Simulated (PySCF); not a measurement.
PySCF input file for Se(Et)(SeH) (C₂H₆Se₂), SMILES CC[Se][SeH], B3LYP/pcSseg-1. Geometry: B3LYP-D3(BJ)/def2-SVP. The values are those of a single conformer.

```python
import numpy as np
from pyscf import gto, scf, dft
from pyscf.prop.nmr import rks as nmr

mol = gto.M(
    atom='''
    Se    0.09839585   -0.57888858    0.87878674
    C    -0.41549721   -1.83809890   -0.56497122
    C    -1.71775736   -1.49212779   -1.26523526
    H    -0.47625181   -2.80296935   -0.03389250
    H     0.43059270   -1.89469023   -1.26470887
    H    -1.64952242   -0.50635984   -1.75099706
    H    -2.55968611   -1.46738493   -0.55672870
    H    -1.94346230   -2.23783432   -2.04641906
    Se    0.40644981    1.39415142   -0.36882972
    H     1.83310497    1.17166222   -0.70455399
    ''',
    basis='pcSseg-1',
    charge=0,
    spin=0,
    max_memory=1600,
    verbose=3,
)
mf = dft.RKS(mol, xc='b3lyp')
mf.grids.level = 3
mf.conv_tol = 1e-10
mf.max_cycle = 100
mf.kernel()
n = nmr.NMR(mf)
n.verbose = 2
n.max_cycle_cphf = 60
sigma = n.kernel()
print('atom   isotropic/ppm   span/ppm')
for i, s in enumerate(sigma):
    w = np.linalg.eigvalsh((s + s.T) / 2)
    print(f'{mol.atom_symbol(i):2s}{i + 1:3d} {w.mean():14.3f} {w[2] - w[0]:11.3f}')
```

Output:

```
converged SCF energy = -4882.51098130862
atom   isotropic/ppm   span/ppm
Se  1       1232.741     754.540
C   2        138.991      40.261
C   3        161.546      39.722
H   4         29.147      14.229
H   5         28.833      12.765
H   6         29.412       9.006
H   7         30.259      10.291
H   8         29.926      13.085
Se  9       1634.115     927.423
H  10         28.384      24.055
```

The calculation finished and met its thresholds.
